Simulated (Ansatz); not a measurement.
Geometry optimisation, Ansatz, RKS B3LYP/def2-TZVP.

Input file:

```yaml
crystal:
  periodic: [false, false, false]
  atoms:
    - { symbol: "N", position_ang: [-1.25322, -1.04206, -0.12094] }
    - { symbol: C, position_ang: [-0.51506, -0.20145, -0.66461] }
    - { symbol: Sb, position_ang: [1.49848, 0.44563, -0.10251] }
    - { symbol: H, position_ang: [-0.88279, -1.4949, 0.71429] }
    - { symbol: H, position_ang: [-0.90557, 0.27976, -1.55678] }
    - { symbol: H, position_ang: [1.18239, 0.02241, 1.51527] }
    - { symbol: H, position_ang: [0.87578, 1.99062, 0.21528] }
basis:
  gaussian: { orbitals: def2-TZVP }
hamiltonian:
  xc: b3lyp
relax:
  f_tol: 0.015
  max_steps: 40
```

Launched with:

```bash
$ ansatz run input.yaml --threads 2 --pin off --max-ram 3072MiB --backend cpu --events-out ev --progress --plain --runs-dir out
```

Question: Where does it end, and by what steps?

Answer: The run converged. After 11 steps the energy has fallen by 0.040 eV; H5 moved furthest, 0.11 Å.

```csv
step,energy less start (eV),largest force component (eV/Å),accepted
0,0.0000,0.877,yes
1,-0.0045,0.313,yes
2,-0.0335,0.225,yes
3,0.0341,1.102,no
4,-0.0388,0.095,yes
5,-0.0390,0.051,yes
6,-0.0397,0.023,yes
7,-0.0398,0.039,yes
8,-0.0398,0.043,yes
9,-0.0398,0.033,yes
10,-0.0397,0.081,no
11,-0.0398,0.002,yes
```

```xyz
7
Properties=species:S:1:pos:R:3
N -1.281 -1.059 -0.120
C -0.539 -0.216 -0.693
Sb 1.471 0.491 -0.103
H -0.890 -1.409 0.757
H -0.897 0.201 -1.640
H 1.253 -0.061 1.507
H 0.883 2.053 0.291
```

Time of the run: 26 s on 2 threads of Intel(R) Xeon(R) Platinum 8488C (Sapphire Rapids), on a shared host, peak memory 0.28 GiB.
